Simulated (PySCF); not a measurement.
Radial density of N³⁺ (nitrogen, charge +3)

PBE0, [He] 2s2, closed-shell 1S. All numbers are calculated (PySCF 2.14, the non-relativistic Hamiltonian (point nucleus), in aug-cc-pVDZ).

| r (bohr) | 4πr²ρ (e/bohr) |
| --- | --- |
| 0.00476 | 0.05534 |
| 0.00801 | 0.1503 |
| 0.0135 | 0.3927 |
| 0.0227 | 0.9796 |
| 0.0381 | 2.234 |
| 0.0641 | 4.419 |
| 0.108 | 6.845 |
| 0.181 | 7.079 |
| 0.305 | 3.755 |
| 0.513 | 1.333 |
| 0.863 | 1.982 |
| 1.45 | 1.079 |
| 2.44 | 0.06764 |
| 4.11 | 0.0001523 |
| 6.91 | 2.050e-05 |
